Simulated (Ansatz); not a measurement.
Caution, from a PySCF single point (PBE0-D3(BJ)/def2-TZVPD) at this geometry: the highest occupied level lies above zero, so the state may not be bound. This singlet lies 0.85 eV below the relaxed triplet at the level frozen-core CCSD(T)/aug-cc-pVDZ // PBE0-D3(BJ)/def2-TZVPD (Ansatz, a quantum-chemistry and plane-wave program).

Species: H$_{5}$BNSi, SMILES `N[B-][SiH3]` (lower singlet) (charge -1, multiplicity 1).

Problem. Give a relaxed geometry from PBE0-D3(BJ)/def2-TZVPD (Ansatz).

Solution. the end point of this relaxation (outside a Z-matrix the atoms follow the SMILES, hydrogens last).
Bonded distances (Å): N1–B2 1.417, N1–H4 1.005, N1–H5 1.020, B2–Si3 2.033, Si3–H6 1.507, Si3–H7 1.507, Si3–H8 1.548. Bond angles (°): B2–N1–H4 121.7, B2–N1–H5 126.4, H4–N1–H5 111.9, N1–B2–Si3 112.7, B2–Si3–H6 112.4, B2–Si3–H7 112.5, B2–Si3–H8 122.1, H6–Si3–H7 103.3, H6–Si3–H8 102.1, H7–Si3–H8 102.2.
